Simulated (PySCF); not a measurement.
A structure optimised at PBE-D3(BJ)/def2-SVP, used in a PySCF frequency run:

```xyz
10

C     -0.1529    -2.6980     0.0000
C      0.3734    -1.4943     0.0000
C      0.8724    -0.2675     0.0000
B     -0.0451     1.0010     0.0000
O      0.4329     2.2787     0.0000
F     -1.3784     0.8694     0.0000
H     -0.3851    -3.2206     0.9433
H     -0.3851    -3.2206    -0.9433
H      1.9759    -0.1661     0.0000
H      1.4050     2.3070     0.0000
```
Charge 0, spin multiplicity 1.

Problem. Write its SMILES, formula and point group.

Solution. C=C=CB(O)F, C₃H₄BFO, Cs

Problem. What are its rotational constants (standard atomic weights)?

Solution. 8.7374, 2.0113, 1.6541 GHz
